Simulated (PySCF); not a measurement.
## Spinor energies of Ru²⁷⁺ (ruthenium, charge +27)

Start: [Ne] 3s2 3p5; 3p1/2 filled at m_j = -1/2, +1/2; 3p3/2 filled at m_j = -1/2, +1/2, +3/2. Calculated with PySCF 2.14 in an even-tempered Gaussian basis (19 s from 4 bohr⁻², ratio 2.4; 14 p from 5.2 bohr⁻², ratio 2.4; 5 d from 22 bohr⁻², ratio 2.6; 4 f from 33 bohr⁻², ratio 2.6): generalised Hartree-Fock with the X2C-1e Hamiltonian and a Gaussian nucleus; one run each with spin-orbit coupling (SO) switched off, then screened by Boettger's factors.

```tsv
spinor shell	electrons	ε, spin-free (eV)	ε, screened SO (eV)	weight of nominal j (screened SO)	rms radius, screened SO (bohr)
1s1/2	2	-23518.9	-23517.1	1.000	0.0384
2s1/2	2	-4525.4	-4524.7	1.000	0.156
2p1/2	2	-4183.1	-4276.0	1.000	0.135
2p3/2	4	-4183.1	-4139.2	1.000	0.139
3s1/2	2	-1637.5	-1637.2	1.000	0.385
3p1/2	2	-1522.9	-1543.1	0.991	0.374
3p3/2	3	-1522.9	-1513.2	0.994	0.382
```

```json
{"quantity": "E (hartree)", "spin-free": "-4030.35363", "screened SO": "-4031.35362"}
{"quantity": "M_J", "spin-free": "3/2", "screened SO": "3/2"}
{"quantity": "⟨J²⟩", "spin-free": "3.751", "screened SO": "3.751"}
{"quantity": "⟨L²⟩", "spin-free": "2.001", "screened SO": "2.006"}
{"quantity": "⟨S²⟩", "spin-free": "0.750", "screened SO": "0.755"}
```

Each row is a mean over spinors that exchange with the open shell spreads, by up to 14.920 eV (3s1/2).

Breit and QED terms are absent; they matter most for the inner s and p1/2 levels.

Densities and radii are taken from the X2C orbitals without a picture-change correction, which distorts them close to the nucleus.

Without spin-orbit coupling the j labels of p, d and f shells carry no meaning; the spin-free column gives the mean over the occupied spinors of each nl shell.
